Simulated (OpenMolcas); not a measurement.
An OpenMolcas run meant for Tc IV (ANO-RCC-VTZP, DKH3; inactive shells 1s 2s 2p 3s 3p 3d 4s 4p; intended active space 4 electrons in 5 orbitals (4d)). One step of its input:

```
&CASPT2
Multistate=5 1 2 3 4 5
Frozen=8 6
IPAE=0.25
Imaginary=0.1
MaxIter=60
WThr=0.0 0.3 0.05
PrWF=0.5
NoMix
```

Lines from the output:

```
|        MOLCAS_PRINT = 2
  |       MOLCAS_SOURCE = <dir>
  |    MOLCAS_STRUCTURE = 0
  |
   --------------------------------------------------------------------------------------
++ ---------   Input file   ---------
>>> COPY JOB001 $Project.JobIph
&CASPT2
Multistate=5 1 2 3 4 5
Frozen=8 6
IPAE=0.25
Imaginary=0.1
MaxIter=60
WThr=0.0 0.3 0.05
PrWF=0.5
NoMix
-- ----------------------------------
>>> COPY JOB001 a.JobIph
*** symbolic link created: INPORB -> a.RasOrb
--- Start Module: caspt2 at  ---
()()()()()()()()()()()()()()()()()()()()()()()()()()()()()()()()()()()()()()()()()()()()()()()()()()
                                              &CASPT2
                                   only a single process is used
                       available to each process: 2.3 GB of memory, 1 thread
()()()()()()()()()()()()()()()()()()()()()()()()()()()()()()()()()()()()()()()()()()()()()()()()()()
 ###    ERROR: Unrecognized keyword: IPAE                                    ###
--- Stop Module: caspt2 at  /rc=_RC_INPUT_ERROR_ ---
.####################.
.# User input error #.
.####################.
```

Task: What is wrong with the input?

Result: A keyword is misspelt. OpenMolcas reads the first four letters of a keyword, so the setting is refused or falls back to its default.
